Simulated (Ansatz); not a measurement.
## Energy profile

The step: SiH₄O₄ ([OH][Si]([OH])([OH])[OH]) + H₂ → SiH₄O₃ ([OH][SiH]([OH])[OH]) + H₂O; bonds formed: Si1–H7, O2–H6; bonds broken: Si1–O2, H6–H7 (atoms numbered as in the saddle structure below).

| atom | x (Å) | y (Å) | z (Å) |
| --- | --- | --- | --- |
| Si1 | -0.2817 | 0.0419 | -0.0486 |
| O2 | 0.9611 | 0.1909 | 1.2783 |
| O3 | -0.2606 | -1.2477 | -1.0741 |
| O4 | -1.3816 | -0.5263 | 1.0453 |
| O5 | -0.9165 | 1.4799 | -0.4948 |
| H6 | 1.5893 | 0.3128 | 0.3911 |
| H7 | 1.3165 | 0.5205 | -0.7611 |
| H8 | 1.0531 | -0.5700 | 1.8673 |
| H9 | 0.3529 | -1.1543 | -1.8047 |
| H10 | -2.0873 | -1.0486 | 0.6626 |
| H11 | -0.3451 | 2.0008 | -1.0611 |

Electronic energies by CCSD(T) at an estimated basis limit (MP2 extrapolated from triple and quadruple zeta, plus CCSD(T) − MP2 in triple zeta), on PBE0-D4/def2-TZVP structures; SiH$_{6}$O$_{4}$, closed shell; no counterpoise correction. Computed with Ansatz 0.2.0 (basis: def2-TZVPP and def2-QZVPP); correlated methods freeze the cores. Extrapolation: Hartree–Fock as exp(−7.88 √X), correlation as X^−2.97.

Task: Give the profile in eV, counted from the separated reactants. (Judge from chemistry; the value comes from the calculation.)

Result: Computed:
```
                                                                                                                                       point      eV
separated: SiH$_{4}$O$_{4}$ (linked as [OH][Si]([OH])([OH])[OH]; Si1, O2, O3, O4, O5, H8, H9, H10, H11; singlet) + H$_{2}$ (H6, H7; singlet)   0.000
                                                                                                                             start structure  -0.033
                                                                                                                                      saddle   2.467
                                                                                                                               end structure   0.640
    separated: SiH$_{4}$O$_{3}$ (linked as [OH][SiH]([OH])[OH]; Si1, O3, O4, O5, H7, H9, H10, H11; singlet) + H$_{2}$O (O2, H6, H8; singlet)   1.022
```

No T1 diagnostic of these runs exceeds 0.012.

For scale, one of the runs: CCSD(T)/def2-TZVPP, 250 basis functions, launched by `ansatz run in.yaml --threads 8 --pin off --events-out ev --progress --plain --max-ram 19148MiB`. The run took 100 s on 8 CPU threads of an Arm Neoverse V1 (shared host), with 5.7 GiB of host memory at its peak.
